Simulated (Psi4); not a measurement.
## A ladder of methods for ZrClF3 (SMILES [F][Zr]([F])([F])[Cl])

The species is ZrClF3 (5 atoms), meant as a singlet with charge 0. SMILES: `[F][Zr]([F])([F])[Cl]`. Geometry: optimised at PBE0/def2-TZVP.

Each level gives the HOMO–LUMO gap (eV). The values are calculated.

```csv
level,kind,program,value (eV)
"PBE-D4/def2-TZVPP (density fitting, core potential)",GGA,Psi4,5.96
"r2SCAN-D4/def2-TZVPP (density fitting, core potential)",meta-GGA,Psi4,6.51
"B3LYP-D4/def2-TZVPP (density fitting, core potential)",global hybrid,Psi4,7.74
"PBE0-D4/def2-TZVPP (density fitting, core potential)",global hybrid,Psi4,8.28
"wB97M-V/def2-TZVPP (density fitting, core potential)",range-separated hybrid,Psi4,12.58
```

The values span 5.96 to 12.58 eV. Orbital gaps aren't excitation energies; they tend to grow with the share of exact exchange.
